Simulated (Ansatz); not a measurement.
One change: `FCC(F)OC(F)F` becomes `OC(F)CF`.

Ansatz, PBE0-D4/def2-TZVP geometries, multiplicity 1. Each molecule was computed in one conformer, which needn't be the lowest.

```
                                          property  `FCC(F)OC(F)F`
                HOMO energy (PBE0/def2-TZVPP) / eV           -9.90
             HOMO energy (ωB97M-V/def2-TZVPP) / eV          -12.33
           HOMO–LUMO gap (ωB97M-V/def2-TZVPP) / eV           15.31
size of the dipole moment (ωB97M-V/def2-TZVPP) / D            0.21
               HOMO–LUMO gap (PBE/def2-TZVPP) / eV            8.56
             LUMO energy (ωB97M-V/def2-TZVPP) / eV            2.98
```

Question: What does the change do to each property? (Best estimate.)

Answer: The calculation gave: 
```tsv
property	`OC(F)CF`	shift
HOMO energy (PBE0/def2-TZVPP) / eV	-9.20	0.70
HOMO energy (ωB97M-V/def2-TZVPP) / eV	-11.65	0.68
HOMO–LUMO gap (ωB97M-V/def2-TZVPP) / eV	14.35	-0.96
size of the dipole moment (ωB97M-V/def2-TZVPP) / D	2.10	1.89
HOMO–LUMO gap (PBE/def2-TZVPP) / eV	7.50	-1.06
LUMO energy (ωB97M-V/def2-TZVPP) / eV	2.70	-0.28
```

With PBE0 the HOMO rises by 0.70 eV and the LUMO falls by 0.39 eV, so the gap narrows by about 1.09 eV. PBE moves the HOMO by 0.68 eV and ωB97M-V by 0.68 eV. Dipoles are sizes alone; their direction can turn.
